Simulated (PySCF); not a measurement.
Rows and methods have been separated. Pair them.

C2H4N2OSSi.
SMILES: `[SiH3]OC1=NSN=C1`

The closed-shell ground state was solved 6 times with PySCF (density fitting, gas phase), always in the pcSseg-1 basis (153 functions), with these functionals: B3LYP, CAM-B3LYP, HF, LC-wPBE, LDA and wB97X-D. Geometry: PBE0-D3(BJ)/def2-SVP, one conformer, isolated molecule.

| row | total energy (Eh) | HOMO (eV) | LUMO (eV) | dipole (D) |
| --- | --- | --- | --- | --- |
| P | -950.8879 | -8.62 | -0.40 | 1.50 |
| Q | -946.3788 | -6.49 | -2.62 | 1.52 |
| R | -948.1966 | -9.71 | 2.09 | 1.70 |
| S | -950.5965 | -9.91 | 0.61 | 1.58 |
| T | -951.0217 | -7.18 | -1.71 | 1.48 |
| U | -950.8760 | -9.20 | 0.21 | 1.60 |

Which functional belongs to which row?

P = CAM-B3LYP, Q = LDA, R = HF, S = LC-wPBE, T = B3LYP, U = wB97X-D. By rising HOMO–LUMO gap: LDA (LDA) 3.87 eV; B3LYP (global hybrid, 20 % exact exchange) 5.47 eV; CAM-B3LYP (range-separated hybrid) 8.22 eV; wB97X-D (range-separated hybrid) 9.41 eV; LC-wPBE (range-separated hybrid) 10.52 eV; HF (all exact exchange) 11.80 eV. Total energies of different functionals aren't bounds to one another; each is stationary for its own functional.

Shape of the structure used: `[SiH3:1][O:2][c:3]1[cH:4][n:5][s:6][n:7]1`: Si1–O2–C3–C4 180°.

Note: wB97X-D ran without an empirical dispersion term, which enters the total energy and its gradient alone.
